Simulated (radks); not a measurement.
Values are calculated unless marked as measured or tabulated.
Task: C, 6 electrons, occupied as [He] 2s2 2p2. Level of theory: scalar-relativistic Kohn-Sham, HCTH/407, spin-polarised, spherical densities, point nucleus; open shells are filled with parallel spins first (a radial shooting solver on a logarithmic mesh with Libxc functionals). Some entries of the table are withheld. Estimate them.

orbital  occ.  eigenvalue (hartree)  <r^2> (bohr^2)  <r> (bohr)
1s up       1             -10.03730         0.09936      0.2707
1s down     1             -10.01898         0.09836      0.2696
2s up       1              -0.55378           2.843         (1)
2s down     1              -0.43127           3.400         (2)
2p up       2              -0.23268           3.770         (3)
2p down     0              -0.13336           5.905         (4)

Result: 
(1) 2s up <r> (bohr): 1.537
(2) 2s down <r> (bohr): 1.662
(3) 2p up <r> (bohr): 1.707
(4) 2p down <r> (bohr): 2.125
